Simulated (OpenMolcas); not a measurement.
**Cs: CASPT2 settings compared**

```
Program             : OpenMolcas 26.06
Basis               : ANO-RCC-VTZP [8s7p4d2f1g]
Scalar Hamiltonian  : DKH4, point nucleus
Active space        : 1 electron in 4 orbitals (6s 6p)
State averaging     : 2S+1 = 2 even, 1 root; 2S+1 = 2 odd, 3 roots
Spin-orbit coupling : state interaction with AMFI integrals over the reference wave functions, term energies averaged over their components
```

Methods on the same reference wave functions:
A. CASSCF
B. SS-CASPT2, IPEA 0.5 Eh, sigma1 regulariser 0.1 Eh (closed shells correlated: 5s 5p)
C. XMS-CASPT2, IPEA 0.35 Eh, sigma2 regulariser 0.1 Eh (closed shells correlated: 5s 5p)

Energies in cm⁻¹ above 6s ²S_1/2, the measured ground level; measured values from NIST Handbook of Basic Atomic Spectroscopic Data.

```tsv
Level	A	B	C	Measured
6s ²S_1/2	0.0	0.0	0.0	0.0
6p ²P°_1/2	9301	10671	10663	11178
6p ²P°_3/2	9607	10978	10970	11732
```

Deviations, from unrounded energies. A percentage is the sum of absolute deviations over the sum of measured energies, with the sign that they share, or ± where signs differ.

```csv
Against measurement,Levels,A,B,C
mean absolute deviation (cm-1),2,2000,630,640
other configurations (%),2,-17.5,-5.5,-5.6
```

B, C lie about equally close to measurement and A furthest from it. The largest miss of B in the table is 6p ²P°_3/2, by -750 cm-1. The ranking rests on the paired levels alone, and a cruder setting can come out closer through cancelling errors.

Between B and C the level of the table that moves most is 6p ²P°_1/2, by 8.2 cm-1 (lowest in C, highest in B).

The lowest spin-free term lies below A's lowest term by 0.154 hartree in B, 0.155 hartree in C.

ANO sets are built for ground and valence states and can reach diffuse excited orbitals poorly. With one active electron the reference holds no correlation, so core polarisation is missing (holds for A). With one active electron, CASPT2 adds the correlation within the correlated inactive shells and between them and that electron, and leaves the splitting within a term as the reference gives it (holds for B; C). Computed and measured levels are paired by configuration, term and J; levels that our copy of the source lacks, or whose pairing is in doubt (as where it misses far off the trend of its configuration), stay unpaired and out of the deviations. Only configurations of the active space appear.

° marks odd parity.
